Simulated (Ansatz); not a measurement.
Reaction (formal exchange of groups at the Si–O bond): `C[SiH](N)O[SiH3]` + `ClCCl` → `[SiH3]C(Cl)Cl` + `C[SiH](N)O`

Gas-phase electronic energies from Ansatz, PBE0-D4/def2-TZVP geometries. CCSD(T)/CBS is the MP2 limit (def2-TZVPP, def2-QZVPP) plus CCSD(T) − MP2 in def2-TZVPP, frozen cores. This one scheme is used for every species. Functionals use def2-TZVPP. B3LYP here is the variant with VWN-RPA as its local correlation; programs differ in this. Each species was taken in one conformer, which may not be the lowest.

`C[SiH](N)O[SiH3]`:

Z-matrix (Å, degrees):
```
C
Si 1 1.854
H 1 1.094 2 110.7
H 1 1.092 2 111.0 3 120.2
H 1 1.092 2 110.6 3 -119.2
N 2 1.709 1 110.0 3 -57.2
O 2 1.649 1 106.7 3 67.0
H 2 1.485 1 113.2 3 -175.7
H 6 1.006 2 122.0 1 -158.0
H 6 1.006 2 122.8 1 44.1
Si 7 1.632 2 139.1 1 -142.7
H 11 1.488 7 110.8 2 72.7
H 11 1.484 7 108.4 2 -167.7
H 11 1.489 7 111.1 2 -47.8
```

`ClCCl`:

Z-matrix (Å, degrees):
```
C
Cl 1 1.762
Cl 1 1.762 2 112.9
H 1 1.086 2 108.1 3 119.6
H 1 1.086 2 108.1 3 -119.6
```

`[SiH3]C(Cl)Cl`:

```xyz
8

Si    0.647    0.567   -0.471
C    -0.531   -0.646    0.391
Cl   -2.171   -0.436   -0.256
Cl   -0.480   -0.371    2.145
H     2.014    0.344    0.060
H     0.611    0.293   -1.929
H     0.177    1.938   -0.175
H    -0.267   -1.690    0.234
```

`C[SiH](N)O`:

```xyz
11

C     1.352   -0.417    0.359
Si   -0.495   -0.323    0.143
N    -0.782    0.656   -1.238
O    -1.274    0.313    1.450
H     1.597   -0.966    1.272
H     1.822   -0.939   -0.479
H     1.797    0.579    0.433
H    -1.081   -1.686    0.060
H    -1.700    0.740   -1.643
H    -0.063    0.785   -1.929
H    -1.174    1.259    1.573
```

Task: Is it downhill or uphill in electronic energy at CCSD(T)/CBS, and by how much? (Estimate.)

Result: Ansatz gave: Uphill: ΔE = +1.19 eV.

Task: What do these levels give: r2SCAN-D4, ωB97M-V, B2PLYP, PBE, r2SCAN, PBE0, B3LYP, HF/def2-TZVPP, MP2/def2-TZVPP, SCS-MP2/def2-TZVPP, CCSD/def2-TZVPP, HF/CBS(def2)? (Best estimate.)

Result: Computed: r2SCAN-D4 1.20, ωB97M-V 1.19, B2PLYP 1.25, PBE 1.07, r2SCAN 1.19, PBE0 1.15, B3LYP 1.26, HF/def2-TZVPP 1.48, MP2/def2-TZVPP 1.21, SCS-MP2/def2-TZVPP 1.26, CCSD/def2-TZVPP 1.25, HF/CBS(def2) 1.51 eV.

Largest T1 diagnostic among the species: 0.011.

From PBE to PBE0 (25 % exact exchange), in def2-TZVPP and without D4, ΔE moves by +0.08 eV. In def2-TZVPP, CCSD(T) changes the Hartree–Fock value by −0.27 eV (the triples alone add −0.04 eV) and MP2 by −0.28 eV.
